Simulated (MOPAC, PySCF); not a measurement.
H$_{6}$Si$_{4}$, SMILES `[SiH]1=[SiH][SiH2][SiH2]1`, neutral singlet in the gas phase. 

Cartesian coordinates (Å):
```xyz
10

Si     0.4463     1.7048     0.2307
Si     1.7420     0.0012     0.3527
Si     0.0273    -1.4693    -0.1195
Si    -1.3974     0.4011    -0.2455
H      0.6408     3.1695     0.3919
H      3.1907    -0.1824     0.6293
H     -0.3115    -2.4363     0.9615
H      0.1622    -2.2315    -1.3919
H     -2.0166     0.6202    -1.5823
H     -2.4838     0.4226     0.7731
```
Charge 0, spin multiplicity 1.

All levels are single points at this geometry (PBE0-D3(BJ)/def2-TZVP); Pople sets use spherical d functions. Orbital energies aren't observables, and empty levels follow the basis.

AM1 in MOPAC gives gap (eV) = 6.46.

**Question.** Estimate the gap (eV) from each of these levels: PBE0-D3(BJ)/def2-TZVP in PySCF; B3LYP/6-31G* in PySCF; B3LYP/LANL2DZ in PySCF; BP86/6-31G* in PySCF; PBE/6-31G* in PySCF; HF/3-21G in PySCF; HF/6-31G* in PySCF; HF/STO-3G in PySCF.

**Answer.** 
```csv
level,gap (eV)
PBE0-D3(BJ)/def2-TZVP in PySCF,4.17
B3LYP/6-31G* in PySCF,3.85
B3LYP/LANL2DZ in PySCF,3.92
BP86/6-31G* in PySCF,2.69
PBE/6-31G* in PySCF,2.69
HF/3-21G in PySCF,8.50
HF/6-31G* in PySCF,8.51
HF/STO-3G in PySCF,10.01
```
